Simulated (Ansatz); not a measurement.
CH6Cl2O4Si2, SMILES `O[Si](O)(Cl)C[Si](O)(O)Cl` at its PBE0-D4/def2-TZVP geometry, where that method's forces vanish. The species carries charge 0 and has multiplicity 1.

```xyz
15

O    -1.3888   -0.1235   -1.4691
Si   -1.5099    0.0283    0.1679
O    -1.4798    1.5780    0.6620
Cl   -3.3205   -0.7040    0.7659
C    -0.0647   -0.9285    0.8131
Si    1.4923   -0.2810    0.0534
O     1.4726    1.3272    0.4150
O     1.5501   -0.5673   -1.5470
Cl    3.1943   -1.1088    0.8216
H    -2.0869    0.2547   -2.0075
H    -0.5897    1.9532    0.6761
H    -0.1719   -1.9883    0.5668
H    -0.0244   -0.8302    1.9012
H     2.2338    1.8533    0.1615
H     0.6934   -0.4630   -1.9810
```

Q: What forces (eV/Å) does ωB97M-V/def2-TZVPP give on these atoms in the Gaussian-basis code of Ansatz? (Best estimate.)

A: The calculation gave: 
```
O1  -0.017  0.014 -0.109
Si2  0.101 -0.112  0.090
O3   0.067  0.100  0.026
Cl4 -0.044 -0.018  0.011
C5  -0.001 -0.008  0.007
Si6 -0.115 -0.096  0.091
O7   0.025  0.109  0.002
O8  -0.061 -0.008 -0.107
Cl9  0.042 -0.017  0.019
H10  0.021 -0.017 -0.002
H11 -0.053  0.010  0.009
H12  0.003  0.061  0.015
H13  0.001 -0.007 -0.062
H14 -0.022  0.001  0.016
H15  0.052 -0.012 -0.007
```
